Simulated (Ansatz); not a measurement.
Input file for `C[O][Ge][OH]`:

```yaml
crystal:
  periodic: [false, false, false]
  atoms:
    - {symbol: C, position_ang: [-0.597954, 0.728000, 0.716027]}
    - {symbol: O, position_ang: [-0.538935, -0.679651, 0.802653]}
    - {symbol: Ge, position_ang: [0.340646, -1.801368, -0.245044]}
    - {symbol: O, position_ang: [1.062142, -0.582358, -1.355082]}
    - {symbol: H, position_ang: [-0.208187, 1.160778, 1.642131]}
    - {symbol: H, position_ang: [-0.022535, 1.115970, -0.127482]}
    - {symbol: H, position_ang: [-1.642085, 1.035836, 0.607452]}
    - {symbol: H, position_ang: [1.606898, -0.977206, -2.040654]}
basis:
  gaussian: {orbitals: def2-QZVPP}
correlation: {method: ccsd_t}
```

```sh
$ ansatz run in.yaml --threads 2 --pin off --events-out ev --progress --plain --max-ram 32768MiB --backend cuda --devices 0, --max-vram 18GiB
```

The program prints (abridged):

```
Functional definition: HF
2389 factors; integrals over basis functions are off by at most 8.3e-4 eV
mean field evaluation 1: about -61641.0650 eV, gradient 5.2e1 eV
mean field evaluation 2: about -61641.1836 eV, gradient 5.2e1 eV
mean field evaluation 4: about -61646.3499 eV, gradient 3.9e0 eV
mean field evaluation 8: about -61646.4182 eV, gradient 4.3e-1 eV
mean field -61646.41936809 eV, -2265.4641263334 hartree, gradient 6.6e-6 eV, S^2 0.000000; 0 other end points of the search recorded, 0 dependent functions left out
12 core orbitals not correlated: weight in the atoms' cores, before any rotation towards them, 1.000 or more for the frozen orbitals, at most 0.000 for the correlated occupied ones
reference -61646.41936809 eV, -2265.4641263334 hartree; 17, 17 occupied and 351, 351 virtual orbitals, 2389 factors
second order -32.75575127 eV of doubles, -0.00000000 eV of singles
cycle   1  -31.46749620 eV  change     1.3e0 eV  update   1.3e-1
cycle   2  -32.20140492 eV  change   -7.3e-1 eV  update   4.4e-2
cycle   3  -32.37395620 eV  change   -1.7e-1 eV  update   2.4e-2
cycle   4  -32.34556465 eV  change    2.8e-2 eV  update   7.3e-3
cycle   5  -32.33834700 eV  change    7.2e-3 eV  update   3.7e-3
cycle   6  -32.34136294 eV  change   -3.0e-3 eV  update   1.3e-3
cycle   7  -32.34122633 eV  change    1.4e-4 eV  update   5.1e-4
cycle   8  -32.34088520 eV  change    3.4e-4 eV  update   1.5e-4
cycle   9  -32.34090997 eV  change   -2.5e-5 eV  update   7.7e-5
cycle  10  -32.34096658 eV  change   -5.7e-5 eV  update   2.8e-5
cycle  11  -32.34093610 eV  change    3.0e-5 eV  update   1.5e-5
perturbative correction -1.17478720 eV, -0.0431726334 hartree
Total energy: -61679.93509139 eV, -2266.6958064469 hartree
```

Run time 15 s (2 threads of an AMD EPYC 7R13 on a shared host and a share of an NVIDIA H100 80 GB); peak host memory 0.87 GiB.

MP2 recovers 97.7 % of the CCSD(T) correlation energy and the triples give 3.5 %; T1 = 0.0158.
